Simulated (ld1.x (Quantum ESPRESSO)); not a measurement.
Plane-wave convergence, TM potential for Cd

Cd (Z = 48), norm-conserving Troullier–Martins (Kleinman–Bylander form), made with ld1.x (Quantum ESPRESSO) 7.5 (PBE, fully relativistic). Core [Kr], reference 4d10 5s2 5p0. Waves: 5p (bound, empty): rc 2.15 bohr; 4d (bound): rc 1.60 bohr; 5s (bound): rc 2.20 bohr. Local part: the s channel. Core correction: none.

Open shells are filled in proportion to 2j + 1 (rel_dist='average').

The pseudo-atom Hamiltonian at the reference potential is diagonalised in spherical Bessel functions j_l(qr) that vanish at 20 bohr, with q² up to the cutoff. All-electron valence levels (Ry): 5p1/2 -0.0959, 5p3/2 -0.0832, 4d3/2 -0.8932, 4d5/2 -0.8420, 5s -0.4160.

Q: How do the lowest levels (Ry) of each channel move with the cutoff, and are there ghosts?

A:

| cutoff (Ry) | p1/2 #1 | p3/2 #1 | d3/2 #1 | d5/2 #1 | d5/2 #2 | s #1 | f #1 | Σ f·Δε (mRy) |
| --- | --- | --- | --- | --- | --- | --- | --- | --- |
| 8 | -0.0932 | -0.0758 | 0.0602 | 0.0601 | 0.1384 | -0.4111 | 0.1127 | 9235.8 |
| 18 | -0.0950 | -0.0817 | 0.0554 | 0.0549 | 0.1148 | -0.4147 | 0.1127 | 9178.6 |
| 35 | -0.0958 | -0.0831 | -0.6223 | -0.5953 | 0.0636 | -0.4158 | 0.1127 | 2563.6 |
| 55 | -0.0959 | -0.0832 | -0.8804 | -0.8310 | 0.0632 | -0.4159 | 0.1127 | 116.9 |
| 90 | -0.0959 | -0.0832 | -0.8930 | -0.8418 | 0.0631 | -0.4160 | 0.1127 | 1.8 |
| 140 | -0.0959 | -0.0832 | -0.8931 | -0.8420 | 0.0631 | -0.4160 | 0.1127 | 0.1 |
| 400 | -0.0959 | -0.0832 | -0.8932 | -0.8420 | 0.0631 | -0.4160 | 0.1127 | 0.0 |

Result: no extra level below or beside the all-electron valence levels (p1/2, p3/2, d3/2, d5/2, s, f tested); 10 mRy is reached at 70 Ry and 1 mRy at 110 Ry.

Its largest configuration-test error is -600 meV.
